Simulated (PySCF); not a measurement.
This script is equivalent to a calculation on Ga⁺ (gallium, charge +1).

```python
from pyscf import gto, scf, dft, mp, cc
import basis_set_exchange as bse
mol = gto.M(atom="Ga 0 0 0", charge=1, spin=0, symmetry="D2h",
            basis=gto.basis.parse(bse.get_basis("x2c-TZVPall", elements=["Ga"], fmt="nwchem", header=False)),
            nucmod="G")
mf = dft.UKS(mol, xc="R2SCAN").sfx2c1e()
mf.irrep_nelec = {'Ag': (6, 6), 'B1g': (1, 1), 'B2g': (1, 1), 'B3g': (1, 1), 'B1u': (2, 2), 'B2u': (2, 2), 'B3u': (2, 2)}
mf.kernel()
```

Question: What total energy does it give?

Answer: -1943.570 hartree (calculated).

Question: Which occupied shell lies highest, and where?

Answer: 4s, at -16.595 eV.
